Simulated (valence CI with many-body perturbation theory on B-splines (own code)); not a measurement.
The numbers below are computed, except where a source is named.
**From CI to CI+MBPT in Au XLIX**

Level of theory: valence CI with perturbative core correlation (CI+MBPT): three valence electrons over a frozen Dirac-Fock core [Ar] 3d10, a basis of 11 s, 11 p, 9 d, 7 f, 5 g, 2 h, 1 i functions for each j, with the one-electron correlation potential Σ1 (screened to all orders), the two-electron term Σ2, the three-electron term Σ3, Breit, model QED; selected single and double excitations, second order for the rest (own B-spline code, finite nucleus).

No measured spectrum was set against this ion. As an estimate, large intervals hold to a few tenths of a per cent, small ones and those within an open d or f shell to about a per cent.

Each rung adds one term. CI alone is the Dirac-Coulomb CI over the frozen core; QED comes last and gives the full result, which names the levels. Energies are above (4s^2 4p1/2) J=1/2 on the same rung, in × 10³ cm⁻¹.

Levels are named by their leading jj configuration (3d3/2^4 stands for four electrons in 3d with j = 3/2), which in mixed levels can hold well under half, so a name can repeat and another be missing. Letters in brackets count levels of one name in rising energy.

```
                     Level  CI alone     Σ1     Σ2     Σ3   Breit     QED    Full
        (4s 4p1/2^2) J=1/2    889.72  -1.07  +0.35  +0.05  +10.84  -13.43  886.46
        (4s^2 4p3/2) J=3/2    1131.1  +2.52  +1.10  +0.01  -12.58   +1.08  1123.2
(4s 4p1/2 4p3/2) J=3/2 [a]    1896.8  +1.40  +5.16  +0.15   -1.77  -12.26  1889.5
    (4s 4p1/2 4p3/2) J=5/2    1975.4  +1.42  +2.97  +0.11   -2.71  -12.18  1965.0
(4s 4p1/2 4p3/2) J=3/2 [b]    2084.5  +1.41  -1.24  +0.05   -2.61  -11.92  2070.2
    (4s 4p1/2 4p3/2) J=1/2    2107.1  +1.45  -4.92  +0.02   -1.66  -12.34  2089.6
        (4s^2 4d3/2) J=3/2    2591.1  +0.40  -5.94  +0.02  -15.65   -2.15  2567.8
        (4s^2 4d5/2) J=5/2    2805.6  +1.51  -2.72  +0.07  -20.65   -1.75  2782.0
     (4p1/2^2 4p3/2) J=3/2    2974.9  +0.31  -2.69  +0.11   +8.08  -25.13  2955.6
        (4s 4p3/2^2) J=5/2    3095.3  +3.75  +1.90  +0.06  -15.01  -10.56  3075.5
        (4s 4p3/2^2) J=1/2    3233.5  +3.96  -0.57  -0.01  -14.02  -11.17  3211.7
        (4s 4p3/2^2) J=3/2    3268.7  +3.96  -5.02   0.00  -14.46  -11.13  3242.0
(4s 4p1/2 4d3/2) J=3/2 [a]    3282.7  -0.82  +3.69  +0.23   -5.21  -15.08  3265.6
    (4s 4p1/2 4d3/2) J=5/2    3351.4  -0.77  +2.05  +0.19   -6.09  -15.02  3331.8
    (4s 4p1/2 4d3/2) J=1/2    3473.2  -0.76  -5.11  +0.07   -5.23  -14.99  3447.2
(4s 4p1/2 4d3/2) J=3/2 [b]    3486.4  -0.67  -4.78  +0.05   -5.51  -15.13  3460.4
(4s 4p1/2 4d5/2) J=5/2 [a]    3599.1  +0.20  -0.32  +0.15  -10.23  -14.41  3574.4
    (4s 4p1/2 4d5/2) J=7/2    3650.6  +0.26  -1.15  +0.17  -11.46  -14.26  3624.1
(4s 4p1/2 4d5/2) J=5/2 [b]    3702.5  +0.29  -2.09  +0.03  -10.41  -14.68  3675.7
    (4s 4p1/2 4d5/2) J=3/2    3715.2  +0.37  -3.61  +0.06   -9.15  -15.33  3687.6
     (4p1/2 4p3/2^2) J=3/2    4092.4  +2.68  -4.78  +0.07   -4.19  -23.89  4062.3
     (4p1/2 4p3/2^2) J=5/2    4095.2  +2.69  -1.20  +0.11   -5.63  -23.43  4067.7
     (4p1/2 4p3/2^2) J=1/2    4155.7  +2.84  -2.23  +0.06   -4.30  -24.05  4128.0
        (4s^2 4f5/2) J=5/2    4301.4  +1.15  -2.42  -0.05  -23.76   -2.47  4273.8
     (4p1/2^2 4d3/2) J=3/2    4327.2  -1.87  -2.11  +0.15   +5.56  -28.34  4300.6
        (4s^2 4f7/2) J=7/2    4376.2  +1.85  -2.66  -0.06  -26.76   -2.49  4346.0
(4s 4p3/2 4d3/2) J=3/2 [a]    4493.7  +1.73  -0.19  +0.15  -17.97  -13.88  4463.6
(4s 4p3/2 4d3/2) J=1/2 [a]    4493.4  +1.73  +0.30  +0.16  -17.57  -13.86  4464.2
(4s 4p3/2 4d3/2) J=5/2 [a]    4495.8  +1.77  -0.55  +0.14  -18.21  -14.03  4464.9
    (4s 4p3/2 4d3/2) J=7/2    4535.4  +1.82  -0.32  +0.05  -19.84  -13.10  4504.1
     (4p1/2^2 4d5/2) J=5/2    4623.8  -0.81  -4.86  +0.17   -0.05  -27.51  4590.8
```

The middle columns are the shifts that each term adds.

(1) How does the ionisation energy move along the ladder, and which term matters most?

Results:

(1) CI alone 2710.8, + Σ1 2712.8, + Σ2 2712.7, + Σ3 2712.7, + Breit 2709.0, + QED 2709.0 eV. The largest step is Breit, -3.7 eV. NIST lists 2708 ± 4 eV (theoretical).
